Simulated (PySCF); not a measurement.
Molecule: `[SiH3]N(CC)[SiH3]`, C$_{2}$H$_{11}$NSi$_{2}$.

Bonds (- single, = double, # triple, : aromatic): C1-C2, C2-N3, N3-Si4, N3-Si5. C1 carries H6, H7, H8; C2 carries H9, H10; Si4 carries H11, H12, H13; Si5 carries H14, H15, H16.

Frames of a GFN2-xTB Langevin trajectory at 200 K; GIAO PBE0/pcSseg-1 shieldings in PySCF 2.14, gas phase, non-relativistic; equivalent atoms averaged within each frame.

Shifts are taken against calculated references (same method and geometry level): TMS for 13C (σref 186.93) and 29Si (σref 349.16) and 1H (σref 31.72); NH3 for 15N (σref 267.73). The references are static minima.

**Question.** How do the shifts (ppm) fluctuate along the trajectory?

**Answer.** 
```csv
time (fs),C2,C1,N3,Si4/Si5,H11/H12/H13/H14/H15/H16,H9/H10,H6/H7/H8
optimised geometry,51.6,18.6,18.1,-45.9,4.76,3.15,1.18
250,44.9,21.1,2.6,-48.9,4.95,3.22,1.97
425,49.1,18.8,22.1,-40.5,4.86,3.53,1.03
625,54.1,16.5,10.3,-45.6,4.67,3.36,1.37
800,48.8,24.5,11.9,-41.0,4.95,2.64,1.24
1000,53.5,20.5,3.2,-43.9,5.15,3.95,1.62
mean of frames,50.1,20.3,10.0,-44.0,4.91,3.34,1.45
standard deviation,3.8,2.9,7.9,3.5,0.17,0.48,0.36
```

5 frames give an uncertainty of the mean of about the standard deviation over 2.2 at best, since frames this close in time may not be independent; classical motion lacks zero-point vibration, and the reference would need the same averaging.
